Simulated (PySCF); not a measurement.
Job for PySCF: R-M06-2X/def2-TZVPP on BBr2HO (SMILES OB(Br)Br), a point of a torsion scan.

```python
from pyscf import gto, dft

mol = gto.M(
    atom='''
    O    -0.83090106   -0.61891645    0.30618005
    B     0.29696526    0.02871345    0.07747856
    Br    1.73675310   -0.29084291    1.24615132
    Br    0.50811710    1.25028282   -1.36711813
    H    -1.61594526   -0.52032011   -0.23468650
    ''',
    basis='def2-tzvpp',
    charge=0, spin=0, verbose=4, max_memory=1800)
mf = dft.RKS(mol, xc='m062x').density_fit(auxbasis='def2-universal-jkfit')
mf.grids.level = 4
mf.conv_tol = 1e-9
mf.max_cycle = 150
mf.kernel()
mf.dip_moment()
```

The log:

```
PySCF version 2.14.0

[INPUT] verbose = 4
[INPUT] num. atoms = 5
[INPUT] num. electrons = 84
[INPUT] charge = 0
[INPUT] spin (= nelec alpha-beta = 2S) = 0
[INPUT] symmetry False subgroup None
[INPUT] Mole.unit = angstrom
[INPUT] Symbol           X                Y                Z      unit          X                Y                Z       unit  Magmom
[INPUT]  1 O     -0.830901060000  -0.618916450000   0.306180050000 AA   -1.570175440011  -1.169582584488   0.578596439306 Bohr   0.0
[INPUT]  2 B      0.296965260000   0.028713450000   0.077478560000 AA    0.561183009910   0.054260556591   0.146413258926 Bohr   0.0
[INPUT]  3 Br     1.736753100000  -0.290842910000   1.246151320000 AA    3.281987704989  -0.549613445172   2.354884704565 Bohr   0.0
[INPUT]  4 Br     0.508117100000   1.250282820000  -1.367118130000 AA    0.960202158208   2.362692108049  -2.583478845628 Bohr   0.0
[INPUT]  5 H     -1.615945260000  -0.520320110000  -0.234686500000 AA   -3.053693973689  -0.983262505004  -0.443493210133 Bohr   0.0

nuclear repulsion = 434.815680162632
number of shells = 60
number of NR pGTOs = 314
number of NR cGTOs = 172
basis = def2-tzvpp
ecp = {}


******** <class 'pyscf.df.df_jk.DFRKS'> ********
method = DFRKS
initial guess = minao
damping factor = 0
level_shift factor = 0
DIIS = <class 'pyscf.scf.diis.CDIIS'>
diis_start_cycle = 1
diis_space = 8
diis_damp = 0
SCF conv_tol = 1e-09
SCF conv_tol_grad = None
SCF max_cycles = 150
direct_scf = False
XC library pyscf.dft.libxc version 7.1.2
    S. Lehtola, C. Steigemann, M. J. T. Oliveira, and M. A. L. Marques,  SoftwareX 7, 1–5 (2018)
XC functionals = m062x
    Y. Zhao and D. G. Truhlar,  Theor. Chem. Acc. 120, 215 (2008)
    Y. Zhao and D. G. Truhlar,  Theor. Chem. Acc. 120, 215 (2008)
radial grids:
    Treutler-Ahlrichs [JCP 102, 346 (1995); DOI:10.1063/1.469408] (M4) radial grids

becke partition: Becke, JCP 88, 2547 (1988); DOI:10.1063/1.454033
pruning grids: <function nwchem_prune>
grids dens level: 4
symmetrized grids: False
atomic radii adjust function: <function treutler_atomic_radii_adjust>
small_rho_cutoff = 0
Set gradient conv threshold to 3.16228e-05
Initial guess from minao.
tot grids = 132448
******** <class 'pyscf.df.df.DF'> ********
auxbasis = def2-universal-jkfit
init E= -5247.64254037251
  HOMO = -0.339990693722818  LUMO = -0.0255632138127158  gap/eV = 8.55601
cycle= 1 E= -5249.12671161758  delta_E= -1.48  |g|= 0.618  |ddm|= 2.13
  HOMO = -0.347926769921467  LUMO = -0.011460043102602  gap/eV = 9.15573
cycle= 2 E= -5249.10600986681  delta_E= 0.0207  |g|= 0.728  |ddm|= 0.67
  HOMO = -0.342600218711334  LUMO = 0.0084677259097596  gap/eV = 9.55305
cycle= 3 E= -5249.19646079823  delta_E= -0.0905  |g|= 0.0637  |ddm|= 0.343
  HOMO = -0.34736677956793  LUMO = 0.0115148225871971  gap/eV = 9.76567
cycle= 4 E= -5249.19710541583  delta_E= -0.000645  |g|= 0.0146  |ddm|= 0.0442
  HOMO = -0.347722499037192  LUMO = 0.00956697433608042  gap/eV = 9.72234
cycle= 5 E= -5249.1971426768  delta_E= -3.73e-05  |g|= 0.00782  |ddm|= 0.0173
  HOMO = -0.347486473732012  LUMO = 0.0109213736161159  gap/eV = 9.75277
cycle= 6 E= -5249.19715869206  delta_E= -1.6e-05  |g|= 0.00165  |ddm|= 0.00676
  HOMO = -0.347387197629092  LUMO = 0.010789553887107  gap/eV = 9.74649
cycle= 7 E= -5249.19715937297  delta_E= -6.81e-07  |g|= 0.000366  |ddm|= 0.00161
  HOMO = -0.347426371967526  LUMO = 0.0107830068932236  gap/eV = 9.74737
cycle= 8 E= -5249.19715940235  delta_E= -2.94e-08  |g|= 4.87e-05  |ddm|= 0.000422
  HOMO = -0.347421663061603  LUMO = 0.0107873256665421  gap/eV = 9.74736
cycle= 9 E= -5249.19715940323  delta_E= -8.8e-10  |g|= 1.75e-05  |ddm|= 8.53e-05
  HOMO = -0.347423108286955  LUMO = 0.0107864593514075  gap/eV = 9.74738
Extra cycle  E= -5249.1971594033  delta_E= -6.28e-11  |g|= 1.26e-05  |ddm|= 2.62e-05
converged SCF energy = -5249.1971594033
Dipole moment(X, Y, Z, Debye): -1.83725, -0.16534, -0.76124
```

The calculation finished and met its thresholds.

Cost: around 22 core-seconds (rough).
